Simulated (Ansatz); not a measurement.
Compare A (`OC([SiH3])BF`) with its isomer B (`BO[SiH](C)F`).

Calculated with Ansatz (gas phase, PBE0-D4/def2-TZVP geometries, no zero-point term in ΔE). CBS: MP2 limit from def2 TZ/QZ plus the TZ coupled-cluster correction, frozen cores. Functionals use def2-TZVPP. B3LYP here is the variant with VWN-RPA as its local correlation; programs differ in this. One conformer a species, not always the lowest.

(1) Which isomer does CCSD(T)/CBS put lower? Give the gap. (Best estimate.)

(2) Give E(B) − E(A) in kJ/mol with ωB97M-V, r2SCAN-D4, B3LYP, PBE-D4, CCSD(T)/def2-TZVPP, B3LYP-D4, HF/def2-TZVPP. (Best estimate.)

Largest T1 diagnostic: 0.013.

Answers

(1) Ansatz gave: B, by 351.0 kJ/mol.

(2) The calculation gave: ωB97M-V -342.8, r2SCAN-D4 -340.3, B3LYP -342.9, PBE-D4 -311.8, CCSD(T)/def2-TZVPP -345.2, B3LYP-D4 -341.4, HF/def2-TZVPP -372.0. None reverses the order clearly.

In def2-TZVPP, CCSD(T) changes the Hartree–Fock value by +26.9 kJ/mol (the triples alone add +4.7 kJ/mol) and MP2 by +14.5 kJ/mol. From PBE to PBE0 (25 % exact exchange), in def2-TZVPP and without D4, E(B) − E(A) moves by −14.3 kJ/mol.
